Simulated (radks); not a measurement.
Values are calculated unless marked as measured or tabulated.
Problem. Species: Cl I. Configuration: [Ne] 3s2 3p5. Level of theory: scalar-relativistic Kohn-Sham, SCAN, spin-polarised, spherical densities, finite nucleus; open shells are filled with parallel spins first; meta-GGA in the generalised Kohn-Sham scheme; Fermi nuclear charge, rms radius 3.3654 fm (a radial shooting solver on a logarithmic mesh with Libxc functionals). Some entries of the table are withheld. Estimate them.

orbital  occ.  eigenvalue (hartree)  <r> (bohr)  <r^2> (bohr^2)
1s up       1             -101.6463     0.09099         0.01115
1s down     1             -101.6375     0.09099         0.01114
2s up       1              -9.48361      0.4424          0.2325
2s down     1              -9.47925      0.4424          0.2325
2p up       3              -7.16297      0.4061          0.2054
2p down     3              -7.15369      0.4061          0.2054
3s up       1              -0.81736       1.539           2.753
3s down     1              -0.76962       1.551           2.801
3p up       3                   (1)       1.819           3.962
3p down     2                   (2)       1.856           4.151

Solution. 
(1) 3p up eigenvalue (hartree): -0.34755
(2) 3p down eigenvalue (hartree): -0.30483
